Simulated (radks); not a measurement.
Results of a calculation; reference values are marked as such.
Charge is removed step by step from the 3s1/2 level of Cr3+, starting from [Ar] 3d3. Code: a radial shooting solver on a logarithmic mesh with Libxc functionals. Model: Dirac Kohn-Sham, PBE, spin-unpolarised, spherical densities, point nucleus; open shells are shared between the two j in proportion to 2j + 1.

| removed (e) | E - E(0) (eV) | eigenvalue (eV) | E minus straight line (eV) |
|---|---|---|---|
| 0 | 0.000 | -112.70 | 0.000 |
| 0.125 | 14.247 | -115.27 | -1.153 |
| 0.25 | 28.818 | -117.87 | -1.983 |
| 0.375 | 43.715 | -120.49 | -2.487 |
| 0.5 | 58.942 | -123.14 | -2.661 |
| 0.625 | 74.502 | -125.82 | -2.502 |
| 0.75 | 90.397 | -128.51 | -2.007 |
| 0.875 | 106.63 | -131.23 | -1.174 |
| 1 | 123.21 | -133.97 | 0.000 |

Removing the whole electron costs 123.21 eV by Delta-SCF, against 112.70 eV from minus the eigenvalue at the starting occupation. Slater's transition state (half an electron removed) gives 123.14 eV. Integrating minus the eigenvalue over the occupation (Janak's theorem) gives 123.21 eV. The mean slope of the eigenvalue, de/dn, is 21.3 eV per electron.
